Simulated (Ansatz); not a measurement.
AlICl2 (SMILES [Cl][Al]([Cl])[I]): the energy, rung by rung

AlICl2: 4 atoms, total charge 0, spin state singlet. As SMILES, `[Cl][Al]([Cl])[I]`. Geometry: relaxed at PBE0-D4/def2-TZVP.

```xyz
4

Cl    0.8401    0.6024    1.8448
Al    0.0648   -0.0652    0.0411
Cl    0.5467   -1.9690   -0.6248
I    -1.3961    1.3716   -1.2813
```

Each level gives the energy change with the Al2–Cl3 bond stretched from 2.074 to 3.110 Å (eV). The values are calculated.

| level | kind | program | value (eV) | CPU time (all runs) |
| --- | --- | --- | --- | --- |
| PBE0/def2-SVP (core potential) (restricted) | global hybrid | Ansatz | 2.83 | 16 s |
| r2SCAN0/def2-SVP (core potential) (restricted) | hybrid meta-GGA | Ansatz | 2.95 | 39 s |
| CAM-B3LYP/def2-SVP (core potential) (restricted) | range-separated hybrid | Ansatz | 2.94 | 17 s |
| HSE06/def2-SVP (core potential) (restricted) | range-separated hybrid | Ansatz | 2.81 | 21 s |
| wB97X/def2-SVP (core potential) (restricted) | range-separated hybrid | Ansatz | 3.00 | 61 s |
| PBE-QIDH/def2-SVP (core potential) (restricted) | double hybrid | Ansatz | 3.08 | 25 s |
| BCCD(T)/def2-SVP (core potential) (restricted) | coupled cluster or CI | Ansatz | 2.93 | 37 s |
| CCSD/def2-SVP (core potential) (restricted) | coupled cluster or CI | Ansatz | 3.00 | 22 s |

The first shape isn't each level's own minimum. The values span 2.81 to 3.08 eV. In the correlated wave-function rows the outer d shell of I is correlated, in sets not made for it. Times are those of the runs behind each value, whatever else they computed, on shared processors of several kinds: orders of magnitude only.
